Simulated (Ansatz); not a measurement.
One change: `CC(C)[NH][Hf]([OH])([OH])[NH]C(C)C` becomes `CC(C)[NH][Zr]([OH])([OH])[NH]C(C)C`.

Ansatz, PBE0-D4/def2-TZVP geometries, multiplicity 1. Each molecule was computed in one conformer, which needn't be the lowest.

Elements past krypton have def2 core potentials.

```json
{"property": "size of the dipole moment (B3LYP/def2-TZVPP) / D", "`CC(C)[NH][Hf]([OH])([OH])[NH]C(C)C`": "0.92"}
{"property": "HOMO–LUMO gap (PBE/def2-TZVPP) / eV", "`CC(C)[NH][Hf]([OH])([OH])[NH]C(C)C`": "4.14"}
{"property": "HOMO energy (B3LYP/def2-TZVPP) / eV", "`CC(C)[NH][Hf]([OH])([OH])[NH]C(C)C`": "-5.75"}
{"property": "HOMO–LUMO gap (PBE0/def2-TZVPP) / eV", "`CC(C)[NH][Hf]([OH])([OH])[NH]C(C)C`": "6.14"}
{"property": "LUMO energy (ωB97M-V/def2-TZVPP) / eV", "`CC(C)[NH][Hf]([OH])([OH])[NH]C(C)C`": "1.29"}
{"property": "HOMO–LUMO gap (B3LYP/def2-TZVPP) / eV", "`CC(C)[NH][Hf]([OH])([OH])[NH]C(C)C`": "5.63"}
```

Give the same properties after the change, and the shifts. (Estimate.)

Computed: 
| property | `CC(C)[NH][Zr]([OH])([OH])[NH]C(C)C` | shift |
| --- | --- | --- |
| size of the dipole moment (B3LYP/def2-TZVPP) / D | 0.53 | -0.39 |
| HOMO–LUMO gap (PBE/def2-TZVPP) / eV | 4.30 | 0.16 |
| HOMO energy (B3LYP/def2-TZVPP) / eV | -6.02 | -0.27 |
| HOMO–LUMO gap (PBE0/def2-TZVPP) / eV | 6.33 | 0.19 |
| LUMO energy (ωB97M-V/def2-TZVPP) / eV | 1.00 | -0.29 |
| HOMO–LUMO gap (B3LYP/def2-TZVPP) / eV | 5.85 | 0.22 |

With PBE0 the HOMO falls by 0.27 eV and the LUMO falls by 0.08 eV, so the gap widens by about 0.19 eV. PBE moves the HOMO by -0.26 eV and ωB97M-V by -0.30 eV. Dipoles are sizes alone; their direction can turn.

B3LYP here is the variant with VWN-RPA as its local correlation; programs differ in this.
